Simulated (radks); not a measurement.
Results of a calculation; reference values are marked as such.
Q: The mean radii <r> (bohr) of the occupied orbitals of an atom or ion are listed with their occupations. Level of theory: Dirac Kohn-Sham, PBE, spin-unpolarised, spherical densities, finite nucleus; Fermi nuclear charge, rms radius of each element as measured or else 0.836 A^(1/3) + 0.57 fm (a radial shooting solver on a logarithmic mesh with Libxc functionals).

orbital  occ.      <r>
1s1/2       2  0.03428
2s1/2       2   0.1493
2p1/2       2   0.1271
2p3/2       4   0.1318
3s1/2       2   0.4152
3p1/2       2   0.4090
3p3/2       4   0.4196
3d3/2       4   0.3970
3d5/2       6   0.4005
4s1/2       2    1.058
4p1/2       2    1.152
4p3/2       4    1.182
4d3/2       2    1.660
4d5/2       3    1.678
5s1/2       1    3.036

Name the element and its charge. Open shells, if any, are shared by 2j + 1.

A: Z = 43, technetium, charge +1: Tc+ in [Kr] 4d5 5s1. The 1s radius gives Z: for a bare nucleus <r> = (2 gamma + 1)/(2Z) with gamma = sqrt(1 - (Z/c)^2), 0.03371 bohr for Z = 43, and screening makes it slightly larger (0.03428 here). The occupations add up to 42, and the charge is Z minus that.
